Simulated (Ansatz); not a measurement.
Molecule: C4H9Cl3Si (charge 0, singlet). 
Structure (B3LYP-D3(BJ)/def2-TZVP (Ansatz, a first-principles code) minimum search):
```xyz
17

C      4.4593    -0.1609     0.6825
C      3.2496     0.7621     0.5736
C      1.9507     0.0038     0.3050
C      0.7360     0.9323     0.1958
Si    -0.8695     0.0693    -0.1298
Cl    -2.4030     1.4260    -0.2517
Cl    -1.3007    -1.2575     1.3756
Cl    -0.7898    -0.9740    -1.8955
H      4.3335    -0.8790     1.4962
H      5.3737     0.4029     0.8742
H      4.6046    -0.7285    -0.2396
H      3.4114     1.4906    -0.2273
H      3.1422     1.3412     1.4963
H      1.7855    -0.7236     1.1048
H      2.0545    -0.5743    -0.6176
H      0.6073     1.5099     1.1167
H      0.8770     1.6596    -0.6101
```
Charge 0, spin multiplicity 1.

Dipole moments at this geometry, in debye (magnitudes).

```
level                    program  dipole (D)
-----------------------  -------  ----------
SVWN5/def2-TZVPD          Ansatz        2.42
PBE/def2-TZVPD            Ansatz        2.38
BLYP/def2-TZVPD           Ansatz        2.35
revPBE/def2-TZVPD         Ansatz        2.37
r2SCAN/def2-TZVPD         Ansatz        2.39
PBE0/def2-TZVPD           Ansatz        2.40
CAM-B3LYP/def2-TZVPD      Ansatz        2.38
LC-wPBE/def2-TZVPD        Ansatz        2.40
wB97X-V/def2-TZVPD        Ansatz        2.37
CCSD(T)/aug-cc-pV(D+d)Z   Ansatz        2.29
```
